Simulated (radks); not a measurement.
Values are calculated unless marked as measured or tabulated.
Effect of the nuclear size on neutral gallium, [Ar] 3d10 4s2 4p1. Code: a radial shooting solver on a logarithmic mesh with Libxc functionals. Model: Dirac Kohn-Sham, relativistic LDA (MacDonald-Vosko exchange, VWN5 correlation), spin-unpolarised, spherical densities, finite nucleus; open shells are shared between the two j in proportion to 2j + 1; Fermi nuclear charge, rms radius 3.9973 fm. The rms radius is varied about that value; shifts are against it.

[
 {"rms radius (fm)": "3.3737", "total energy shift (eV)": "-0.0805", "density at nucleus (e/bohr^3)": "2.826e+04", "1s1/2 shift (meV)": "-34.1", "2s1/2 shift (meV)": "-3.29"},
 {"rms radius (fm)": "3.6136", "total energy shift (eV)": "-0.0511", "density at nucleus (e/bohr^3)": "2.814e+04", "1s1/2 shift (meV)": "-21.6", "2s1/2 shift (meV)": "-2.08"},
 {"rms radius (fm)": "3.9973", "total energy shift (eV)": "0", "density at nucleus (e/bohr^3)": "2.797e+04", "1s1/2 shift (meV)": "0.000", "2s1/2 shift (meV)": "0.000"},
 {"rms radius (fm)": "4.1692", "total energy shift (eV)": "0.0244", "density at nucleus (e/bohr^3)": "2.79e+04", "1s1/2 shift (meV)": "10.3", "2s1/2 shift (meV)": "0.998"},
 {"rms radius (fm)": "4.5609", "total energy shift (eV)": "0.0837", "density at nucleus (e/bohr^3)": "2.775e+04", "1s1/2 shift (meV)": "35.5", "2s1/2 shift (meV)": "3.42"}
]

Slopes of the eigenvalues against <r^2> in GHz/fm^2, as finite differences over the two radii next to the reference (eigenvalue slopes, not the field-shift constants of lines): 1s1/2 1790, 2s1/2 172.
